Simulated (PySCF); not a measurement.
Ge2: a base run and its variants

Base input, run as `python input.py` with PySCF 2.14:

```python
from pyscf import gto, dft
from pyscf.prop.polarizability import uhf as pol

mol = gto.M(
    atom='Ge 0 0 0; Ge 0 0 2.204',
    basis='ano-rcc-vdzp',
    charge=0,
    spin=2,
    verbose=4,
)
mf = dft.UKS(mol, xc='pbesol')
mf = mf.sfx2c1e()
mf.kernel()
print('polarizability (a.u.)')
print(pol.Polarizability(mf).polarizability().round(4))
mf.dip_moment()
print('orbital energies (hartree):', [e[max(0, n-3):n+3].round(4) for e, n in zip(mf.mo_energy, mol.nelec)])
```

Base result: E(SCF) = -4193.846038 Eh, 7 cycles, ⟨S²⟩ = 2.001, μz(SCF) = 0.00 D, α(xx, yy, zz) = 36.2, 63.2, 93.4 bohr³. The bond length is a typed value, not an optimised one. No search for the lowest solution was made.

Wall time 22 s on one thread of a shared host.

Each row names what differs from the base; energies in brackets are changes from the base.

| change | result |
| --- | --- |
| geometry: bond 2.204 → bond 4.408 | E(SCF) = -4193.734754 Eh (+3.0282 eV), 8 cycles, ⟨S²⟩ = 2.000, μz(SCF) = 0.00 D, α(xx, yy, zz) = 32.4, 32.4, 241.8 bohr³ |
| geometry: bond 2.204 → bond 1.763 | E(SCF) = -4193.710525 Eh (+3.6875 eV), 7 cycles, ⟨S²⟩ = 2.001, μz(SCF) = 0.00 D, α(xx, yy, zz) = 27.7, 36.5, 74.7 bohr³ |
| functional: pbesol → olyp | E(SCF) = -4198.716934 Eh, 9 cycles, ⟨S²⟩ = 2.001, μz(SCF) = 0.00 D, α(xx, yy, zz) = 47.5, 76.1, 95.3 bohr³ |
| length unit: angstrom → bohr [unsound on purpose] | E(SCF) = -4191.793766 Eh (+55.8452 eV), 9 cycles, ⟨S²⟩ = 2.000, μz(SCF) = 0.00 D, α(xx, yy, zz) = 21.6, 21.6, 47.3 bohr³ |
| step after the SCF: polarizability → mp2; SCF type: UKS → UHF; functional: pbesol → none (Hartree–Fock); frozen orbitals: default → 18 | E(SCF) = -4194.140451 Eh, 9 cycles, E(MP2) − E(SCF) = -0.44938 Eh, ⟨S²⟩ = 2.016, μz(SCF) = 0.00 D |
| electric field along z (a.u.): none → 0.001 | E(SCF) = -4193.846085 Eh (-0.0013 eV), 9 cycles, ⟨S²⟩ = 2.001, μz(SCF) = 0.24 D, α(xx, yy, zz) = 33.9, 65.4, 93.4 bohr³ |
| integration grid: default → 1 | E(SCF) = -4193.845797 Eh (+0.0066 eV), 7 cycles, ⟨S²⟩ = 2.001, μz(SCF) = 0.00 D, α(xx, yy, zz) = 36.1, 63.2, 93.4 bohr³ |
| basis set: ano-rcc-vdzp → lanl2dz; core potential: off → on; spin-free X2C: on → off | E(SCF) = -7.430940 Eh, 6 cycles, ⟨S²⟩ = 2.001, μz(SCF) = 0.00 D, α(xx, yy, zz) = 25.5, 32.4, 101.9 bohr³ |

Problem. Order these changes by how far they move the SCF energy from the base, largest first: (1) electric field along z (a.u.): none → 0.001; (2) geometry: bond 2.204 → bond 1.763; (3) geometry: bond 2.204 → bond 4.408; (4) integration grid: default → 1.

Solution. (2) +3.6875 eV, (3) +3.0282 eV, (4) +0.0066 eV, (1) -0.0013 eV.
